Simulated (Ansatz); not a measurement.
Stepwise reaction of `CO[SiH2]O[SiH3]` with water, as a gas-phase model of exchange steps in deposition or etching. ΔE in kJ/mol.

Isolated molecules relaxed with PBE0-D4/def2-TZVP in Ansatz; ΔE leaves out vibrations. CCSD(T)/CBS adds triple-zeta CCSD(T) − MP2 to the extrapolated MP2 energy (def2 sets, frozen cores). This one scheme is used for every species. Functionals use def2-TZVPP. B3LYP here is the variant with VWN-RPA as its local correlation; programs differ in this. Each species was taken in one conformer, which may not be the lowest.

```json
{"step": "1", "reaction": "`CO[SiH2]O[SiH3]` + H₂O → `CO[SiH](O)O[SiH3]` + H₂", "PBE-D4": "-94.1", "B3LYP-D4": "-100.8", "ωB97M-V": "-102.2", "CCSD(T)/CBS": "-99.0"}
```

Q: Give the row of step 2, `CO[SiH](O)O[SiH3]` + H₂O → `CO[Si](O)(O)O[SiH3]` + H₂. (Best estimate.)

A: Ansatz gave: 
```tsv
step	reaction	PBE-D4	B3LYP-D4	ωB97M-V	CCSD(T)/CBS
2	`CO[SiH](O)O[SiH3]` + H₂O → `CO[Si](O)(O)O[SiH3]` + H₂	-93.4	-101.1	-102.1	-98.5
```

Q: By hand: ΔE of the 2 steps together at CCSD(T)/CBS.

A: (-99.0) + (-98.5) = -197.5 kJ/mol, or -98.8 kJ/mol a step.

In ΔE the steps differ by no more than 0.5 kJ/mol. All are downhill at CCSD(T)/CBS. PBE-D4 differs from CCSD(T)/CBS by 4.9 to 5.1 kJ/mol a step. Isolated molecules leave out the surface, adducts and barriers. Largest T1 diagnostic: 0.011.
